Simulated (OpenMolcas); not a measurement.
Computed levels of 4d⁶ in ions with 42 electrons, in cm-1 above ⁵D₄.

```
Program             : OpenMolcas
Method              : MS-RASPT2, IPEA 0.25 Eh, imaginary shift 0.1 Eh
Basis               : ANO-RCC-VTZP
Scalar Hamiltonian  : DKH2, point nucleus
Spin-orbit coupling : RASSI with atomic mean-field integrals over the reference wave functions, term energies averaged over their components
```

Active space for each ion: 12 electrons in 8 orbitals (RAS1 4p, at most 2 holes; RAS2 4d); closed shells correlated by CASPT2: 4s.

```
 Level   Rh3+   Ag5+
   ⁵D₃   1564   2580
   ⁵D₂   2450   3860
   ⁵D₁   3040   4810
   ⁵D₀   3320   5240
   ³H₆  18100  22510
³P₂(1)  18360  22170
   ³H₅  18440  22870
³F₃(1)  20630  25610
³F₂(1)  21330  26570
```

Problem. Estimate ⁵D₀, ³H₆, ³P₂(1) for Pd4+ from its neighbours Rh3+ and Ag5+.

Solution. ⁵D₀ is fine structure, which grows about as the fourth power of a screened charge, so the fourth roots are averaged: ((3320^0.25 + 5240^0.25) / 2)^4 = 4198. The calculation gives 4300, so the estimate is off by -2.4 %.
³H₆ is another term, which grows about linearly with the charge: (18100 + 22510) / 2 = 20305. The calculation gives 20000, so the estimate is off by +1.5 %.
³P₂(1) is another term, which grows about linearly with the charge: (18360 + 22170) / 2 = 20265. The calculation gives 20080, so the estimate is off by +0.9 %.

Mixed levels, with the weight of the term that names them: Pd4+ ³F₃(1) (75 %), Ag5+ ³H₅ (74 %), Ag5+ ³F₃(1) (74 %).

CASPT2 does not keep the components of a term degenerate, so their means are used; among the terms shown or strongly mixed into the levels shown the widest spread is 690 cm-1 (4d⁶ ³H, Rh3+). Active for correlation alone: 4p; no level in the range computed is led by a configuration that opens it, so any true level of that kind is missing. Only configurations of the active space appear.

A number in round brackets counts repeated terms of one configuration in the order of the reference energies.
